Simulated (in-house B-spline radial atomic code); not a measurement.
# Ionising Sb VI (Sb5+) with different functionals

Computed with a radial B-spline atomic code at the basis-set limit: non-relativistic Hamiltonian, point nucleus, spin-polarised at highest spin, spherical fractional occupations for the functionals, the average over the highest-spin determinants for Hartree-Fock. The ionisation energy is the difference of two self-consistent energies, [Kr] 4d10 → [Kr] 4d9, without Breit or QED terms; ε is the level of the shell that loses the electron (its least bound occupied spin orbital). There is no spin-orbit coupling in this Hamiltonian.

Hybrids are left out here: with spherical fractional occupations of an open shell their exact exchange keeps a self-interaction that integer-occupation calculations don't have.

```json
{"method": "Hartree-Fock", "rung": "Hartree-Fock", "ΔSCF (eV)": "99.52", "-ε(4d) (eV)": "101.30"}
{"method": "LDA VWN5", "rung": "LDA", "ΔSCF (eV)": "100.76", "-ε(4d) (eV)": "90.78"}
{"method": "LDA PW92", "rung": "LDA", "ΔSCF (eV)": "100.75", "-ε(4d) (eV)": "90.77"}
{"method": "LDA exchange-only", "rung": "LDA", "ΔSCF (eV)": "98.77", "-ε(4d) (eV)": "88.85"}
{"method": "PBE", "rung": "GGA", "ΔSCF (eV)": "100.54", "-ε(4d) (eV)": "90.58"}
{"method": "PBEsol", "rung": "GGA", "ΔSCF (eV)": "100.51", "-ε(4d) (eV)": "90.54"}
{"method": "BLYP", "rung": "GGA", "ΔSCF (eV)": "100.34", "-ε(4d) (eV)": "90.39"}
{"method": "RPBE", "rung": "GGA", "ΔSCF (eV)": "100.49", "-ε(4d) (eV)": "90.52"}
{"method": "PW91", "rung": "GGA", "ΔSCF (eV)": "100.65", "-ε(4d) (eV)": "90.67"}
{"method": "BP86", "rung": "GGA", "ΔSCF (eV)": "100.61", "-ε(4d) (eV)": "90.63"}
{"method": "AM05", "rung": "GGA", "ΔSCF (eV)": "100.52", "-ε(4d) (eV)": "90.54"}
{"method": "OLYP", "rung": "GGA", "ΔSCF (eV)": "100.97", "-ε(4d) (eV)": "90.98"}
{"method": "TPSS", "rung": "meta-GGA", "ΔSCF (eV)": "?", "-ε(4d) (eV)": "?"}
{"method": "SCAN", "rung": "meta-GGA", "ΔSCF (eV)": "101.08", "-ε(4d) (eV)": "91.21"}
{"method": "r2SCAN", "rung": "meta-GGA", "ΔSCF (eV)": "101.15", "-ε(4d) (eV)": "91.28"}
{"method": "M06-L", "rung": "meta-GGA", "ΔSCF (eV)": "101.07", "-ε(4d) (eV)": "91.15"}
{"method": "revTPSS", "rung": "meta-GGA", "ΔSCF (eV)": "?", "-ε(4d) (eV)": "?"}
```

Problem. What does TPSS give?

Solution. ΔSCF 100.54 eV, and -ε(4d) = 90.59 eV.

Problem. What does revTPSS give?

Solution. ΔSCF 100.48 eV, and -ε(4d) = 90.52 eV.

Problem. How do they compare with the NIST value?

Solution. NIST lists 99.51 eV ± 0.05 (measured, ground level to ground level). Errors run from -0.74 to +1.64 eV. The correlated functionals all miss on the same side by more than they spread, so the cause is common to them (relativity, Breit-QED terms, multiplet and fine-structure energies, or a listed next ion that isn't the cheapest removal here) and closeness doesn't rank the functionals. Hartree-Fock also lacks correlation.
